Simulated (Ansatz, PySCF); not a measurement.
Gas-phase reaction in SMILES: OB([OH2+])O[SiH3] -> OB(O)[OH+][SiH3]
Geometries: B3LYP-D3(BJ)/def2-TZVP minima from Ansatz (an electronic-structure program), one conformer each, not searched for the lowest. Frequencies are from Ansatz or PySCF.

Quantity: isomerisation energy (0 K, with B3LYP-D3(BJ) harmonic zero-point energies), in eV. Valence correlation only, unless marked. No spin-orbit coupling. Non-relativistic. CBS marks a two-point X^-3 extrapolation of the correlation energy; Hartree-Fock from the larger set. The bracket is a focal-point correction in the basis named.

```json
[
 {"level": "HF/6-31G*", "program": "Ansatz", "isomerisation energy (eV)": "-0.11"},
 {"level": "HF/cc-pV(T+d)Z", "program": "Ansatz", "isomerisation energy (eV)": "-0.07"},
 {"level": "HF/cc-pwCVTZ", "program": "Ansatz", "isomerisation energy (eV)": "-0.07"},
 {"level": "r2SCAN-D3(BJ)/def2-TZVPD", "program": "Ansatz + dftd3", "isomerisation energy (eV)": "-0.11"},
 {"level": "CAM-B3LYP-D4/def2-TZVPD", "program": "Ansatz + dftd4", "isomerisation energy (eV)": "-0.12"},
 {"level": "MP2/cc-pVTZ", "program": "Ansatz", "isomerisation energy (eV)": "-0.15"},
 {"level": "RI-MP2/CBS(cc-pV(T+d)Z,cc-pV(Q+d)Z)", "program": "Ansatz", "isomerisation energy (eV)": "-0.13"},
 {"level": "CCSD/cc-pV(T+d)Z", "program": "Ansatz", "isomerisation energy (eV)": "-0.14"},
 {"level": "RI-MP2/CBS(cc-pV(T+d)Z,cc-pV(Q+d)Z)+[CCSD(T)-MP2]/cc-pV(D+d)Z", "program": "Ansatz", "isomerisation energy (eV)": "-0.14"},
 {"level": "CCSD(T)/CBS(cc-pV(T+d)Z,cc-pV(Q+d)Z)", "program": "Ansatz", "isomerisation energy (eV)": "-0.13"}
]
```
